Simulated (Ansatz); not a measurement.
Cost and result for the atomization energy of `CC[Si](N)(CC)CC` (25 atoms, 24 bonds).

```xyz
25

C     2.821    0.377    0.581
C     1.426    0.834    0.997
Si    0.037   -0.284    0.406
N     0.251   -1.835    1.143
C    -1.599    0.541    0.843
C    -2.831   -0.252    0.420
C     0.125   -0.576   -1.447
C    -0.026    0.692   -2.283
H     3.016   -0.645    0.915
H     2.935    0.388   -0.506
H     3.602    1.020    0.996
H     1.361    0.900    2.090
H     1.231    1.851    0.635
H     0.263   -1.931    2.146
H    -0.152   -2.653    0.716
H    -1.613    0.706    1.928
H    -1.619    1.542    0.395
H    -2.825   -1.255    0.857
H    -3.761    0.234    0.728
H    -2.874   -0.375   -0.667
H    -0.650   -1.301   -1.724
H     1.080   -1.065   -1.667
H    -0.990    1.177   -2.106
H     0.042    0.486   -3.354
H     0.751    1.423   -2.043
```

Charge 0, multiplicity 1. Geometry: relaxed with PBE0-D4/def2-TZVP. It is one conformer, not always the lowest. Program: Ansatz. All runs use 4 threads of an AMD EPYC 7R13 on a shared host and a share of an NVIDIA H100 80 GB. Times are those of one run each, without the atoms' runs, and a repeat can differ threefold. Electronic energies, without spin–orbit coupling; frozen cores. CCSD(T)/CBS adds CCSD(T) − MP2 in def2-TZVPP to the MP2 limit, and its time is that of the two runs behind it. T1 = 0.009. B3LYP takes the VWN-RPA correlation (the form of Gaussian; ORCA's B3LYP/G).

CCSD(T)/CBS is a level of theory with its own doubt, some kJ/mol a heavy atom from the limit and from the frozen cores, so smaller differences don't rank the functionals.

```
                             level  functions  wall time
                PBE0-D4/def2-TZVPP        497      2.4 s
                  CCSD(T)/def2-SVP        201      2.9 s
 B3LYP-D4/def2-TZVPP (with forces)        497        3 s
            LDA (SPW92)/def2-TZVPP        497      3.3 s
                BLYP-D4/def2-TZVPP        497      3.5 s
              revPBE-D4/def2-TZVPP        497      3.6 s
                 B97M-V/def2-TZVPP        497      3.7 s
r2SCAN-D4/def2-TZVPP (with forces)        497      3.8 s
                ωB97X-V/def2-TZVPP        497      4.6 s
  ωB97M-V/def2-TZVPP (with forces)        497      5.5 s
                    MP2/def2-QZVPP        979      7.5 s
                CCSD(T)/def2-TZVPP        497       31 s
                 CCSD(T)/CBS(def2)          –       38 s
```

What atomization energy does each give, and how far from CCSD(T)/CBS? (An estimate is asked.)

The calculation gave: 
| level | atomization (kJ/mol) | difference from CCSD(T)/CBS | per bond |
| --- | --- | --- | --- |
| PBE0-D4/def2-TZVPP | 9706.5 | 40.3 | 1.7 |
| CCSD(T)/def2-SVP | 9214.1 | -452.1 | -18.8 |
| B3LYP-D4/def2-TZVPP (with forces) | 9681.4 | 15.2 | 0.6 |
| LDA (SPW92)/def2-TZVPP | 10891.6 | 1225.4 | 51.1 |
| BLYP-D4/def2-TZVPP | 9617.0 | -49.2 | -2.1 |
| revPBE-D4/def2-TZVPP | 9611.6 | -54.6 | -2.3 |
| B97M-V/def2-TZVPP | 9678.2 | 12.0 | 0.5 |
| r2SCAN-D4/def2-TZVPP (with forces) | 9671.9 | 5.7 | 0.2 |
| ωB97X-V/def2-TZVPP | 9689.3 | 23.1 | 1.0 |
| ωB97M-V/def2-TZVPP (with forces) | 9698.1 | 31.9 | 1.3 |
| MP2/def2-QZVPP | 9647.1 | -19.1 | -0.8 |
| CCSD(T)/def2-TZVPP | 9449.9 | -216.3 | -9.0 |
| CCSD(T)/CBS(def2) | 9666.2 | 0.0 | 0.0 |

The D4 term adds +96.7 kJ/mol with B3LYP and +53.0 kJ/mol with PBE0; it sums over pairs of atoms, weighted by their polarisabilities, and B3LYP, whose exchange is more repulsive, gets the larger term. From r2SCAN to r2SCAN0 (25 % exact exchange), in def2-TZVPP and without D4, the atomization energy moves by −77.7 kJ/mol: exact exchange takes away binding that semilocal exchange gives to molecules. In def2-TZVPP, CCSD(T) changes the Hartree–Fock value by +2187.8 kJ/mol (the triples alone add +109.8 kJ/mol) and MP2 by +2257.6 kJ/mol; breaking electron pairs costs correlation energy, which Hartree–Fock lacks.
